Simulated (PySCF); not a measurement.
SnHCl₂Br, SMILES [Cl][SnH]([Br])[Cl]. Atoms are numbered in the order given.

```xyz
5

Sn    -0.4081     0.4449     0.0000
Cl    -1.4118    -0.5081     1.8745
Cl    -1.4118    -0.5081    -1.8745
Br     1.9719    -0.2029     0.0000
H     -0.6108     2.1329     0.0000
```
Charge 0, spin multiplicity 1.

Coordinates come from a PBE0-D3(BJ)/def2-SVP optimisation. The structure was generated by enumeration; whether it is a known compound was not checked. The def2 effective core potentials stand for the cores of Sn; spin–orbit coupling is left out.

Method: PySCF with PBE/def2-TZVP.

ESP charges are fitted to the potential on shells at 1.4 to 2.0 van der Waals radii. Atomic charges (e):

| atom | Mulliken | ESP fit |
|---|---|---|
| Sn1 | 0.87 | 0.13 |
| Cl2 | -0.30 | -0.09 |
| Cl3 | -0.30 | -0.09 |
| Br4 | -0.27 | -0.05 |
| H5 | 0.00 | 0.11 |
